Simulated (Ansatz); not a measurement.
The cluster Si4⁻ was relaxed with B3LYP-D4 (def2-TZVPD) in Ansatz in these states: charge -1 doublet, charge -1 quartet. The geometries follow in no particular order.

A:

| atom | x (Å) | y (Å) | z (Å) |
| --- | --- | --- | --- |
| Si1 | -1.0579 | -1.4232 | 0.2621 |
| Si2 | 0.4464 | -0.0518 | 1.3478 |
| Si3 | -0.0846 | -0.1647 | -1.4087 |
| Si4 | 0.6961 | 1.6396 | -0.2012 |

B:

```xyz
4

Si   -1.686   -0.317    1.024
Si    0.607    0.033    1.010
Si   -0.607   -0.034   -1.010
Si    1.686    0.318   -1.024
```

Problem. Judge from the bond lengths which geometry belongs to which state (an estimate).

Solution. A is the charge -1 quartet (Si2–Si3 2.809 Å, Si1–Si3 2.307 Å, Si2–Si4 2.307 Å); B is the charge -1 doublet (Si2–Si3 2.358 Å, Si1–Si3 2.320 Å, Si2–Si4 2.320 Å).

At PBE0-D4/def2-TZVPD a doublet lies 1.45 eV below the charge -1 quartet. These are the stationary points nearest to one start from a short search; other shapes may lie lower in each state.
